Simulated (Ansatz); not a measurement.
The cluster Pb₃Se₂F₂: single points at one geometry.

```yaml
crystal:
  periodic: [false, false, false]
  atoms:
    - {symbol: Pb, position_ang: [-0.610518, -1.897304, -1.209871]}
    - {symbol: Pb, position_ang: [1.542749, 0.272198, 0.438137]}
    - {symbol: Pb, position_ang: [-1.708065, 1.488186, 0.551473]}
    - {symbol: Se, position_ang: [-0.249152, 0.853931, -1.796676]}
    - {symbol: Se, position_ang: [-0.845811, -1.047143, 1.485745]}
    - {symbol: F, position_ang: [0.291416, 2.151555, 1.299027]}
    - {symbol: F, position_ang: [1.579380, -1.821422, -0.767836]}
basis:
  gaussian: {orbitals: def2-SVP, initial_orbitals: start.molden}
hamiltonian: {xc: pbe, dispersion: d4}
scf: {omitted_lower_state_checks: [starts]}
output: {orbitals: {seedname: orbitals}}
```

The file start.molden holds the orbitals of an earlier run on this structure, at another level or in another basis.

```sh
$ ansatz run in.yaml --threads 4 --pin off --events-out ev --progress --plain --max-ram 8704MiB
```

Output, abridged:

```
Functional definition: PBE
1876 factors; their error is unknown
mean field evaluation 1: about -151844.1983 eV, gradient 3.9e1 eV
mean field evaluation 2: about -151844.8848 eV, gradient 1.1e0 eV
mean field evaluation 4: about -151844.6793 eV, gradient 1.2e-1 eV
mean field -151844.67928283 eV, -5580.1890396238 hartree, gradient 2.5e-5 eV, S^2 0.000000; 0 other end points of the search recorded, 0 dependent functions left out
reference -151844.67932515 eV, -5580.1890411789 hartree; 76, 76 occupied and 94, 94 virtual orbitals, 1876 factors
Total energy: -151845.20858613 eV, -5580.2084911612 hartree
Checks for a lower state left out: starts
```

Hardware: 4 threads of Intel Xeon Platinum 8259CL on a shared host. Wall time 3.7 s.

First input, but with `gaussian: {orbitals: def2-TZVP, initial_orbitals: start.molden}`, `hamiltonian: {xc: pbe}`, `correlation: {method: rpa}` and without the key `output` (abridged; 28 s):

```
Functional definition: PBE
mean field -151868.23975336 eV, -5581.0548709460 hartree, gradient 2.8e-6 eV, S^2 0.000000
32 core orbitals not correlated: weight in the atoms' cores, before any rotation towards them, 1.000 or more for the frozen orbitals, at most 0.000 for the correlated occupied ones
Total energy: -151767.24029395 eV, -5577.3432092724 hartree
Checks for a lower state left out: starts
```

As the first input, with `gaussian: {orbitals: def2-TZVP, initial_orbitals: start.molden}` (abridged; 9 s):

```
Functional definition: PBE
mean field -151868.23976710 eV, -5581.0548714507 hartree, gradient 5.2e-5 eV, S^2 0.000000
Total energy: -151868.76908077 eV, -5581.0743233693 hartree
Checks for a lower state left out: starts
```

The first input with `gaussian: {orbitals: def2-TZVPD, initial_orbitals: start.molden}`, `hamiltonian: {xc: pbe0, dispersion: d4}` (abridged; 31 s):

```
Functional definition: PBE0
mean field -151869.36305821 eV, -5581.0961516378 hartree, gradient 2.4e-5 eV, S^2 0.000000
Total energy: -151869.82021034 eV, -5581.1129516685 hartree
Checks for a lower state left out: starts
```

The first input with `gaussian: {orbitals: def2-TZVP, initial_orbitals: start.molden}`, `hamiltonian: {xc: {name: BLYP}, dispersion: d4}` (abridged; 9 s):

```
Functional definition: BLYP
mean field -151889.84940842 eV, -5581.8490111217 hartree, gradient 5.2e-5 eV, S^2 0.000000
Total energy: -151890.90797336 eV, -5581.8879126658 hartree
Checks for a lower state left out: starts
```

The first input with `gaussian: {orbitals: def2-TZVPD, initial_orbitals: start.molden}` (abridged; 13 s):

```
Functional definition: PBE
mean field -151868.34570737 eV, -5581.0587646838 hartree, gradient 5.9e-5 eV, S^2 0.000000
Total energy: -151868.87503773 eV, -5581.0782172160 hartree
Checks for a lower state left out: starts
```

The first input with `gaussian: {orbitals: def2-TZVP, initial_orbitals: start.molden}`, `hamiltonian: {xc: {name: B3LYP}, dispersion: d4}` (abridged; 21 s):

```
Functional definition: B3LYP
mean field -151897.13422609 eV, -5582.1167232331 hartree, gradient 2.5e-5 eV, S^2 0.000000
Total energy: -151898.02004976 eV, -5582.1492766528 hartree
Checks for a lower state left out: starts
```

Geometry: PBE-D4/def2-SVP.

In the def2 sets Pb takes a core potential; there is no spin–orbit coupling. B3LYP takes the VWN-RPA correlation. Correlated methods freeze 32 core orbitals; core or outer-core shells of Pb, Se are correlated, in sets that lack core-valence functions. The structure comes from a short search, and lower isomers may exist.
